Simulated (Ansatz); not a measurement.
Job for Ansatz (a quantum-chemistry and plane-wave program): R-CAM-B3LYP/def2-TZVPPD on H3NO3S (SMILES [NH3+]S(=O)(=O)[O-]). The basis file is the Basis Set Exchange's JSON of that set.

Ansatz 0.2 input:
```yaml
crystal:
  periodic: [false, false, false]
  atoms:
    - {symbol: S, position_ang: [0.00024434, 0.00002149, -1.08279442]}
    - {symbol: O, position_ang: [1.40373419, 0.23113283, -1.25571585]}
    - {symbol: O, position_ang: [-0.90158391, 1.09989829, -1.25620847]}
    - {symbol: O, position_ang: [-0.50129984, -1.33095767, -1.25612938]}
    - {symbol: N, position_ang: [-0.00021681, 0.00000523, 0.96906908]}
    - {symbol: H, position_ang: [0.33744250, 0.90065373, 1.29402227]}
    - {symbol: H, position_ang: [0.61083148, -0.74281328, 1.29405823]}
    - {symbol: H, position_ang: [-0.94915196, -0.15784061, 1.29369854]}
basis:
  gaussian:
    orbitals: def2-TZVPPD.json
hamiltonian:
  xc: {name: CAM-B3LYP}
scf: {lower_state_search: off}
```

Output:

```
WARN ansatz: RAYON_NUM_THREADS=4 ignored (pool sized by the plan → 4); use --threads N
Functional definition: CAM-B3LYP
these checks for a lower state are left out or cut short: stability, starts, cluster_reference, orbital_swaps, neighbouring_geometries, increment
integrals: 0.28 GiB planned
1252 factors; their error is unknown
integrals: 0.32 GiB planned
356 factors; integrals over basis functions are off by at most 2.2e-5 eV
mean field: 2.08 GiB planned
mean field evaluation 1: about -18504.7233 eV, gradient 8.9e1 eV
mean field evaluation 2: about -18495.3160 eV, gradient 1.2e2 eV
mean field evaluation 4: about -18516.6726 eV, gradient 3.5e0 eV
mean field evaluation 8: about -18516.7331 eV, gradient 3.0e-2 eV
mean field evaluation 16: about -18516.7331 eV, gradient 1.6e-6 eV
mean field -18516.73310117 eV, -680.4773903754 hartree, gradient 1.6e-6 eV, S^2 0.000000; 0 other end points of the search recorded, 0 dependent functions left out
reference -18516.73323742 eV, -680.4773953827 hartree; 25, 25 occupied and 234, 234 virtual orbitals, 1252 factors
Total energy: -18516.73323742 eV, -680.4773953827 hartree
Checks for a lower state left out: stability, starts, cluster_reference, orbital_swaps, neighbouring_geometries, increment
```

Self-consistency was reached.

Cost: about 8 core-seconds (a rough figure).
